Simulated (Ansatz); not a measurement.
`C[SiH](F)F` → `F[Si]F` + CH₄ at 600 K and 1 bar (silylene formation by 1,1-elimination).

Program: Ansatz. Geometries: PBE0-D4/def2-TZVP. ΔE: electronic, gas phase. CCSD(T)/CBS adds triple-zeta CCSD(T) − MP2 to the extrapolated MP2 energy (def2 sets, frozen cores). This one scheme is used for every species.

```json
{"species": "`C[SiH](F)F`", "CCSD(T)/CBS energy (Eh)": "-529.27654", "H − E (kJ/mol)": "182.8", "S (J/(mol·K))": "377.1"}
{"species": "`F[Si]F`", "CCSD(T)/CBS energy (Eh)": "-488.75686", "H − E (kJ/mol)": "38.5", "S (J/(mol·K))": "291.1"}
{"species": "CH₄", "CCSD(T)/CBS energy (Eh)": "-40.46206", "H − E (kJ/mol)": "140.4", "S (J/(mol·K))": "215.7"}
```

H − E and S are ideal-gas, rigid-rotor, harmonic terms from PBE0-D4/def2-TZVP. 1 Eh = 2625.50 kJ/mol, R = 8.31446 J/(mol·K).

**Question.** By hand: ΔE, ΔH, ΔS and ΔG.

**Answer.** ΔE = (-488.75686) + (-40.46206) − (-529.27654) = 0.05762 Eh = 151.3 kJ/mol. Δ(H − E) = 38.5 + 140.4 − 182.8 = -3.9, so ΔH = 147.4 kJ/mol. ΔS = 291.1 + 215.7 − 377.1 = 129.7 J/(mol·K). ΔG = 147.4 − 600 × (129.7)/1000 = 69.6 kJ/mol.

**Question.** By hand: the equilibrium constant, and the temperature at which ΔG would vanish if ΔH and ΔS stayed fixed.

**Answer.** log₁₀ K = −ΔG/(RT ln 10) = -6.1. ΔG = 0 at ΔH/ΔS = 1136 K.

The number of gas molecules changes by +1, which sets the sign of ΔS. A doubt of 5 kJ/mol in ΔE shifts log₁₀ K by 0.4 here. These are equilibria of isolated gas molecules and say nothing of rates. Largest T1 diagnostic: 0.015 (customary marks: 0.02 for closed shells, 0.045 for open ones).
